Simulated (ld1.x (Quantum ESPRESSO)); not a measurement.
# Reading a pseudo-wave (samarium)

Columns: radius, all-electron u(r) and pseudo u(r) of the 5d shell (level -13.56 eV) of samarium in the configuration [Kr] 4d10 5s2 4f6 5p6 5d0 6s0 6p0; PBEsol, scalar-relativistic, RRKJ scheme, ld1.x (Quantum ESPRESSO) 7.5.

```
r (bohr)  all-electron  pseudo
   0.178        0.1676  0.0021
   0.355       -0.1675  0.0158
   0.533       -0.2850  0.0505
   0.710       -0.1498  0.1100
   0.888        0.0651  0.1938
   1.065        0.2667  0.2945
   1.243        0.4275  0.4027
   1.420        0.5422  0.5056
   1.598        0.6174  0.5933
   1.775        0.6599  0.6571
   1.953        0.6773  0.6939
   2.130        0.6758  0.7039
   2.308        0.6603  0.6912
   2.485        0.6352  0.6621
   2.662        0.6037  0.6231
   2.840        0.5682  0.5797
   3.018        0.5306  0.5360
   3.195        0.4926  0.4943
   3.373        0.4545  0.4548
   3.550        0.4176  0.4176
   3.728        0.3816  0.3816
   3.905        0.3475  0.3475
   4.083        0.3149  0.3149
   4.260        0.2846  0.2846
   4.438        0.2561  0.2561
   4.615        0.2299  0.2299
```

Q: How many radial nodes do the two functions have?

A: The all-electron 5d function has n − l − 1 = 2; the pseudo-wave has 0, since the states of the same l below it are removed with the core.

Q: At about which radius was the pseudo-wave matched?

A: 3.55 bohr, where the columns begin to agree (steps of 0.18 bohr).

Q: Is the pseudo-wave norm-conserving?

A: Yes: the RRKJ scheme keeps the norm inside the radius equal to the all-electron one, which fixes the energy derivative of the logarithmic derivative at the level.
